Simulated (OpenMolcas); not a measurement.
## OpenMolcas run: Ho²⁺

Input:

```
&GATEWAY
Coord
1

Ho 0.0 0.0 0.0
Basis=ANO-R2
Group=XYZ
NoMove
AngMom=0.0 0.0 0.0
AMFI
&SEWARD
* reference wave functions (RASSCF and RASSI steps not shown): 11 electrons in 7 orbitals (4f)
>>> COPY JOB001 $Project.JobIph
&CASPT2
Multistate=35 1 2 3 4 5 6 7 8 9 10 11 12 13 14 15 16 17 18 19 20 21 22
23 24 25 26 27 28 29 30 31 32 33 34 35
Frozen=14 9
IPEA=0.35
Imaginary=0.1
MaxIter=60
WThr=0.0 0.3 0.05
PrWF=0.5
NoMix
>>> COPY JOB002 $Project.JobIph
&CASPT2
Multistate=89 1 2 3 4 5 6 7 8 9 10 11 12 13 14 15 16 17 18 19 20 21 22
23 24 25 26 27 28 29 30 31 32 33 34 35 36 37 38 39 40 41 42 43 44 45 46
47 48 49 50 51 52 53 54 55 56 57 58 59 60 61 62 63 64 65 66 67 68 69 70
71 72 73 74 75 76 77 78 79 80 81 82 83 84 85 86 87 88 89
NoMult
Frozen=14 9
IPEA=0.35
Imaginary=0.1
MaxIter=60
WThr=0.0 0.3 0.05
PrWF=0.5
NoMix
```

Launched by
```bash
OMP_NUM_THREADS=1 MOLCAS_MEM=2252 MOLCAS_PROJECT=a pymolcas a.inp > a.log  # once for each step of the input, in one work folder
```

Output, cut to the results:

```
--- CASPT2 ---
Orbital specifications:
      -----------------------

      Symmetry species                           1   2
                                                ag  au
      Frozen orbitals                           14   9
      Inactive orbitals                          1   3
      Active orbitals                            0   7
      Secondary orbitals                        22  20
      Deleted orbitals                           0   0
      Number of basis functions                 37  39
Type of calculation                        MS-CASPT2
      Fock operator                              state-specific
      IPEA shift                                 0.35
      Real shift                                 0.00
      Imaginary shift                            0.10
      The input orbitals will be transformed to quasi-canonical
Reference energy:      -12610.8362952418
      E2 (Non-variational):      -0.8936555657
      Shift correction:          -0.0003798749
      E2 (Variational):          -0.8940354406
      Total energy:          -12611.7303306824
      Residual norm:              0.0000009800
      Reference weight:           0.86699
      Contributions to the CASPT2 correlation energy
      Active & Virtual Only:         -0.4263360467
      One Inactive Excited:          -0.3091120225
      Two Inactive Excited:          -0.1582074965
Reference energy:      -12610.8362952418
      E2 (Non-variational):      -0.8944052045
      Shift correction:          -0.0003816388
      E2 (Variational):          -0.8947868432
      Total energy:          -12611.7310820850
      Residual norm:              0.0000009219
      Reference weight:           0.86670
      Contributions to the CASPT2 correlation energy
      Active & Virtual Only:         -0.4269243519
      One Inactive Excited:          -0.3092702168
      Two Inactive Excited:          -0.1582106357
::    CASPT2 Root  1     Total energy: -12611.73033068
::    CASPT2 Root  2     Total energy: -12611.73108209
::    CASPT2 Root  3     Total energy: -12611.73077833
::    CASPT2 Root  4     Total energy: -12611.73260790
::    CASPT2 Root  5     Total energy: -12611.73194471
::    CASPT2 Root  6     Total energy: -12611.73312539
::    CASPT2 Root  7     Total energy: -12611.73266466
::    CASPT2 Root  8     Total energy: -12611.72992196
::    CASPT2 Root  9     Total energy: -12611.73126621
::    CASPT2 Root 10     Total energy: -12611.73333330
::    CASPT2 Root 11     Total energy: -12611.73237308
::    CASPT2 Root 12     Total energy: -12611.73250161
::    CASPT2 Root 13     Total energy: -12611.73131890
::    CASPT2 Root 14     Total energy: -12611.66896930
::    CASPT2 Root 15     Total energy: -12611.66880153
::    CASPT2 Root 16     Total energy: -12611.66910477
::    CASPT2 Root 17     Total energy: -12611.66867674
::    CASPT2 Root 18     Total energy: -12611.66887860
::    CASPT2 Root 19     Total energy: -12611.66881857
::    CASPT2 Root 20     Total energy: -12611.66849551
::    CASPT2 Root 21     Total energy: -12611.66905599
::    CASPT2 Root 22     Total energy: -12611.63124641
::    CASPT2 Root 23     Total energy: -12611.62932685
::    CASPT2 Root 24     Total energy: -12611.62999638
::    CASPT2 Root 25     Total energy: -12611.63137088
::    CASPT2 Root 26     Total energy: -12611.63160938
::    CASPT2 Root 27     Total energy: -12611.62979736
::    CASPT2 Root 28     Total energy: -12611.63075389
::    CASPT2 Root 29     Total energy: -12611.63108973
::    CASPT2 Root 30     Total energy: -12611.62966334
--- CASPT2 ---
Orbital specifications:
      -----------------------

      Symmetry species                           1   2
                                                ag  au
      Frozen orbitals                           14   9
      Inactive orbitals                          1   3
      Active orbitals                            0   7
      Secondary orbitals                        22  20
      Deleted orbitals                           0   0
      Number of basis functions                 37  39
Type of calculation                        SS-CASPT2
      Fock operator                              state-specific
      IPEA shift                                 0.35
      Real shift                                 0.00
      Imaginary shift                            0.10
      The input orbitals will be transformed to quasi-canonical
Reference energy:      -12610.7615568193
      E2 (Non-variational):      -0.9012040038
      Shift correction:          -0.0003909341
      E2 (Variational):          -0.9015949379
      Total energy:          -12611.6631517572
      Residual norm:              0.0000004633
      Reference weight:           0.86532
      Contributions to the CASPT2 correlation energy
      Active & Virtual Only:         -0.4324028623
      One Inactive Excited:          -0.3103905302
      Two Inactive Excited:          -0.1584106113
Reference energy:      -12610.7615568193
      E2 (Non-variational):      -0.9010265642
      Shift correction:          -0.0003906973
      E2 (Variational):          -0.9014172615
      Total energy:          -12611.6629740808
      Residual norm:              0.0000004513
      Reference weight:           0.86536
      Contributions to the CASPT2 correlation energy
      Active & Virtual Only:         -0.4324021345
      One Inactive Excited:          -0.3102150021
      Two Inactive Excited:          -0.1584094276
::    CASPT2 Root  1     Total energy: -12611.66315176
::    CASPT2 Root  2     Total energy: -12611.66297408
::    CASPT2 Root  3     Total energy: -12611.66317779
::    CASPT2 Root  4     Total energy: -12611.66307917
::    CASPT2 Root  5     Total energy: -12611.66308260
::    CASPT2 Root  6     Total energy: -12611.66292515
::    CASPT2 Root  7     Total energy: -12611.66315406
::    CASPT2 Root  8     Total energy: -12611.66296614
::    CASPT2 Root  9     Total energy: -12611.66301194
...
```

Levels above the lowest, from the spin-orbit matrix with the multistate effective Hamiltonian, averaged by term, added to it:

```tsv
Configuration	Term	J	E (cm⁻¹)	Measured (cm⁻¹)	Term weight %	Second
4f¹¹	⁴I°	15/2	0.0	0.0	98	2 ²K°
4f¹¹	⁴I°	13/2	5570	5439	99	
4f¹¹	⁴I°	11/2	8950	8644	88	11 ²H°(1)
4f¹¹	⁴I°	9/2	11260	10770	72	19 ²H°(1)
4f¹¹	⁴F°	9/2	14930	13330	68	19 ²G°
4f¹¹	⁴S°	3/2	18420		76	15 ²P°
4f¹¹	²H°(1)	11/2	18710	16891	67	21 ⁴G°
4f¹¹	⁴F°	7/2	19900	17867	92	8 ²G°
4f¹¹	⁴F°	5/2	21650	19375	89	10 ²D°(1)
4f¹¹	⁴F°	3/2	21820		70	18 ²D°(1)
4f¹¹	²H°(1)	9/2	22990		33	30 ²G°
4f¹¹	⁴G°	11/2	26090		76	21 ²H°(1)
4f¹¹	⁴G°	9/2	27230	23882	77	14 ²H°(1)
4f¹¹	²K°	15/2	27710		94	4 ²L°
4f¹¹	²G°	7/2	28040		69	24 ⁴G°
4f¹¹	²P°	3/2	30680		39	27 ²D°(1)
4f¹¹	²K°	13/2	32410		94	6 ²I°
4f¹¹	²P°	1/2	32850		95	5 ⁴D°
4f¹¹	⁴G°	7/2	33010		76	23 ²G°
4f¹¹	²G°	9/2	33860		40	33 ²H°(1)
4f¹¹	⁴G°	5/2	34180		100	
4f¹¹	²D°(1)	5/2	34520		83	10 ⁴F°
4f¹¹	⁴D°	5/2	39970		60	33 ²D°(2)
4f¹¹	²D°(1)	3/2	40690		45	41 ²P°
```

Against the 8 measured excited levels shown (Martin, Zalubas and Hagan, Atomic Energy Levels: The Rare-Earth Elements, NSRDS-NBS 60 (1978); whole-number values converted from NIST levels in rydberg listed in Nahar, Atoms 12, 24 (2024)) the mean absolute deviation is 1500 cm-1; the largest miss in energy is 4f¹¹ ⁴G°_9/2: computed 27230, measured 23882 cm⁻¹ (+14.0 %).

CASPT2 does not keep the components of a term degenerate, so their means are used; among the terms shown or strongly mixed into the levels shown the widest spread is 770 cm-1 (4f¹¹ ⁴I°). Blocks of more than 70 roots (2S+1 = 2 odd) ran without multistate coupling. High states are left out of the spin-orbit mixing, which shifts the levels that they would mix with. Some levels mix across a computed gap that differs much from the measured one, so their mixing is not that of the real levels. Terms from blocks run as CI alone lack orbitals of their own. The CASPT2 spread within a term exceeds the gap to the next term for 4f¹¹ ⁴F° and 4f¹¹ ⁴S°, so the order of their levels is uncertain, and so are names and mixing where such terms share a J. Measured partners are found by configuration, term and J. A level has none where our copy of the source lacks it or the pairing is in doubt (some pairs that miss far off the trend of their configuration count as doubtful), and it then counts in no deviation. Levels of configurations outside the active space are missing. The first state left out of the spin-orbit step lies near 56000 cm-1 above the lowest spin-free state of the reference (among the parities and spins computed), and the list stops at four fifths of that energy or lower. The table shows the lowest 24 of 29 levels.

The CASPT2 steps took 56 s on 1 thread of Arm Neoverse V1, on a shared host; the integral step is not counted.

The term weight is that of the spin-free term in the level, not the purity of its configuration. A number in round brackets counts repeated terms of one configuration in the order of the reference energies. ° marks odd parity.
